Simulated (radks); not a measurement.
Values are calculated unless marked as measured or tabulated.
Task: Ge4+, 28 electrons, occupied as [Ne] 3s1.5 3p6 3d10 4d0.5 (fractional occupations, a model configuration). Code: a radial shooting solver on a logarithmic mesh with Libxc functionals. Model: Dirac Kohn-Sham, PBE, spin-unpolarised, spherical densities, finite nucleus; open shells fill j = l - 1/2 first; Fermi nuclear charge, rms radius 4.0742 fm. Some entries of the table are withheld. Estimate them.

orbital,occ.,eigenvalue (hartree),<r> (bohr),<1/r> (bohr^-1)
1s1/2,2,-404.9504,0.04700,32.39
2s1/2,2,-52.54728,(1),7.151
2p1/2,2,-46.98744,0.1812,7.114
2p3/2,4,-45.81475,0.1848,6.919
3s1/2,1.5,-8.29395,0.6210,2.302
3p1/2,2,(2),0.6344,(3)
3p3/2,4,(4),0.6446,(5)
3d3/2,4,-3.15858,(6),1.842
3d5/2,6,-3.13581,(7),1.830
4s1/2,0,-2.03837,1.730,0.7683
4p1/2,0,(8),1.944,0.6765
4p3/2,0,(9),1.966,0.6679
4d3/2,0.5,-1.01529,2.608,0.5032
4d5/2,0,-1.01316,2.614,0.5021

Result: 
(1) 2s1/2 <r> (bohr): 0.2097
(2) 3p1/2 eigenvalue (hartree): -6.45325
(3) 3p1/2 <1/r> (bohr^-1): 2.180
(4) 3p3/2 eigenvalue (hartree): -6.29381
(5) 3p3/2 <1/r> (bohr^-1): 2.134
(6) 3d3/2 <r> (bohr): 0.6978
(7) 3d5/2 <r> (bohr): 0.7020
(8) 4p1/2 eigenvalue (hartree): -1.62026
(9) 4p3/2 eigenvalue (hartree): -1.60198
